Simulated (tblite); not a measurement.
Task: Write a Z-matrix for InChI=1S/CH13NSi5/c3-2-7-1-4-5-6-7/h2,7H,1,4-6H2,3H3/t7-/m0/s1 as optimised with GFN2-xTB.

Result: 
Z-matrix in Å and degrees, rows numbered from 1:
```
Si
N   1  1.7264
Si  2  1.7431  1  130.02
C   3  1.9140  2  104.71  1   174.20
Si  4  1.9148  3  114.87  2   -71.82
Si  5  2.3294  4  104.89  3   -35.84
Si  3  2.3198  2  108.59  1    63.46
H   1  1.4605  2  106.05  3   -32.98
H   1  1.4642  2  106.40  3  -152.99
H   1  1.4687  2  112.55  3    86.81
H   2  1.0081  1  113.68  3  -162.00
H   3  1.4787  2  109.09  1   -70.04
H   4  1.0909  3  107.25  2   167.96
H   4  1.0896  3  110.48  2    53.35
H   5  1.4716  4  108.06  3    85.99
H   5  1.4721  4  107.69  3  -161.41
H   6  1.4721  5  111.59  4   134.55
H   6  1.4725  5  112.58  4  -110.99
H   7  1.4744  3  111.24  2  -157.99
H   7  1.4689  3  115.61  2   -41.09
```

Si1 (SiH3 silicon) is tetrahedral (angles from 106.1° to 112.5°). N2 (nitrogen bridging silicon atoms) is almost planar (angles 130.0°, 114.1° and 113.7°, sum 357.8°, 0.12 Å off the plane of its three neighbours). Si5 (SiH2 silicon) is distorted tetrahedral (angles from 104.7° to 117.2°). Si3 (SiH silicon) is distorted tetrahedral (angles from 104.1° to 120.8°).

Structure optimised with GFN2-xTB, isolated species.

Point group: C1 (no symmetry element, even within 0.4 Å). Its GFN2-xTB frequencies are all real (lowest 30 cm⁻¹). The numbers are those of one conformer (Si1–N2–Si3–C4 174°, N2–Si3–C4–Si5 -72°, Si3–C4–Si5–Si6 -36°, C4–Si5–Si6–Si7 13°, Si5–Si6–Si7–Si3 8°). 3 starts were optimised and ended at 0.00, 0.90 and 1.20 kcal/mol (GFN2-xTB); the lowest of these is shown.

On one thread of an Arm Neoverse V1, no GPU, on a shared host, this took 1.1 s wall. That covers the optimisation of the geometry.

These are computed values.
